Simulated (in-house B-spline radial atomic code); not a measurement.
## Ionising Lu IV (Lu3+) with different functionals

Computed with a radial B-spline atomic code at the basis-set limit: scalar-relativistic (spin-free X2C) Hamiltonian, Fermi nucleus of rms radius 5.37 fm, spin-polarised at highest spin, spherical fractional occupations for the functionals, and exact exchange of hybrids averaged over the configuration. The ionisation energy is the difference of two self-consistent energies, [Xe] 4f14 → [Xe] 4f13, without Breit or QED terms; ε is the level of the shell that loses the electron (its least bound occupied spin orbital). There is no spin-orbit coupling in this Hamiltonian.

```csv
method,rung,ΔSCF (eV),-ε(4f) (eV)
PBE0,global hybrid,45.60,39.56
B3LYP,global hybrid,45.79,38.91
TPSSh,global hybrid,45.90,37.34
M06-2X,global hybrid,44.82,43.68
BHandHLYP,global hybrid,44.59,42.83
r2SCAN0,global hybrid,45.59,39.57
B97-1,global hybrid,45.68,38.96
HSE06,range-separated hybrid,45.53,39.08
wB97X,range-separated hybrid,45.53,41.65
CAM-B3LYP,range-separated hybrid,45.70,40.87
LC-wPBE,range-separated hybrid,46.07,41.52
```

Question: Among the functionals, which spreads more, the ΔSCF values or the orbital energies?

Answer: The orbital energies: ΔSCF values span about 1.48 eV and the orbital energies 6.34 eV; here energy differences depend much less on the functional than eigenvalues do.

Question: How do they compare with the NIST value?

Answer: NIST lists 45.25 eV ± 0.025 (semi-empirical, ground level to ground level). Errors run from -0.66 to +0.82 eV; HSE06 is closest (+0.28 eV), though others lie within the uncertainty of it, and part of that can be cancellation, since the calculations leave out spin-orbit coupling, Breit-QED terms, multiplet and fine-structure energies.
